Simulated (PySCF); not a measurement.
`InChI=1S/C5H5F3Se/c1-9-4-2-3-5(6,7)8/h3-4H,1H3`

Molfile (atoms numbered from 1):
```
C5H5F3Se
     RDKit          3D

 14 13  0  0  0  0  0  0  0  0999 V2000
    1.6762    0.6861   -1.3817 C   0  0  0  0  0  0  0  0  0  0  0  0
    2.3738   -1.0489   -0.8824 Se  0  0  0  0  0  2  0  0  0  0  0  0
    0.8392   -1.6939    0.0213 C   0  0  0  0  0  0  0  0  0  0  0  0
   -0.2868   -1.0442    0.1479 C   0  0  0  0  0  0  0  0  0  0  0  0
   -1.3856   -0.3418    0.2720 C   0  0  0  0  0  0  0  0  0  0  0  0
   -1.6023    0.6304    1.3920 C   0  0  0  0  0  0  0  0  0  0  0  0
   -1.6065    1.8901    0.9319 F   0  0  0  0  0  0  0  0  0  0  0  0
   -0.6601    0.5493    2.3263 F   0  0  0  0  0  0  0  0  0  0  0  0
   -2.7862    0.4289    1.9792 F   0  0  0  0  0  0  0  0  0  0  0  0
    1.3317    1.2260   -0.4893 H   0  0  0  0  0  0  0  0  0  0  0  0
    0.8504    0.5765   -2.0969 H   0  0  0  0  0  0  0  0  0  0  0  0
    2.5035    1.2342   -1.8513 H   0  0  0  0  0  0  0  0  0  0  0  0
    0.9679   -2.6882    0.4632 H   0  0  0  0  0  0  0  0  0  0  0  0
   -2.2093   -0.4075   -0.4489 H   0  0  0  0  0  0  0  0  0  0  0  0
  1  2  1  0
  2  3  1  0
  3  4  2  0
  4  5  2  0
  5  6  1  0
  6  7  1  0
  6  8  1  0
  6  9  1  0
  1 10  1  0
  1 11  1  0
  1 12  1  0
  3 13  1  0
  5 14  1  0
M  END
```

Computed with quadratic response CAM-B3LYP/aug-cc-pVDZ first hyperpolarisability, Taylor convention, gas phase (PySCF 2.14.0). Geometry: PBE0-D3(BJ)/def2-SVP.

The calculation is non-relativistic, which matters for the atoms heavier than Zn.

(1) Give the tensor of the second harmonic β(−2ω;ω,ω) at 1907 nm in the axes of these coordinates.

Results:

(1) In au, Taylor convention; rows are the first index (the induced dipole):
|  | xx | yy | zz | xy | xz | yz |
| --- | --- | --- | --- | --- | --- | --- |
| x | -17.6 | -60.7 | -55.5 | +71.1 | -54.4 | -33.9 |
| y | +70.2 | +113.4 | +63.1 | -59.8 | -33.2 | +49.0 |
| z | -54.2 | +49.2 | +82.8 | -33.5 | -54.5 | +63.1 |

Norm of βᵢ = ⅓ Σⱼ (βᵢⱼⱼ + βⱼᵢⱼ + βⱼⱼᵢ): 291.2 au, hyper-Rayleigh value 122.5 au.
